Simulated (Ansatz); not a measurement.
Isolated molecules relaxed with PBE0-D4/def2-TZVP in Ansatz; ΔE leaves out vibrations. CBS: MP2 limit from def2 TZ/QZ plus the TZ coupled-cluster correction, frozen cores. This one scheme is used for every species. DFT in def2-TZVPP. For Ge outer-core shells are correlated without core-valence functions, which leaves a few kJ/mol of doubt a bond. Scalar relativity is left out up to krypton. One conformer a species, not always the lowest.

Reaction (redistribution): `[SiH2]` + `[F][Ge][SH]` → `F[SiH]` + `[SH][GeH]`

```json
{"species": "`[SiH2]`", "PBE-QIDH energy (Eh)": "-290.39789"}
{"species": "`[F][Ge][SH]`", "PBE-QIDH energy (Eh)": "-2574.83628"}
{"species": "`F[SiH]`", "PBE-QIDH energy (Eh)": "-389.66456"}
{"species": "`[SH][GeH]`", "PBE-QIDH energy (Eh)": "-2475.58650"}
```

Problem. Work out ΔE.

Solution. ΔE = (-389.66456) + (-2475.58650) − (-290.39789) − (-2574.83628) = -0.01689 Eh = -0.46 eV. CCSD(T)/CBS gives -0.46 eV.

Largest T1 diagnostic among the species: 0.015.

From BLYP to BHLYP (50 % exact exchange), in def2-TZVPP and without D4, ΔE moves by −0.06 eV. At CCSD(T), def2-SVP lies +0.10 eV from the extrapolated value and def2-TZVPP +0.00 eV.
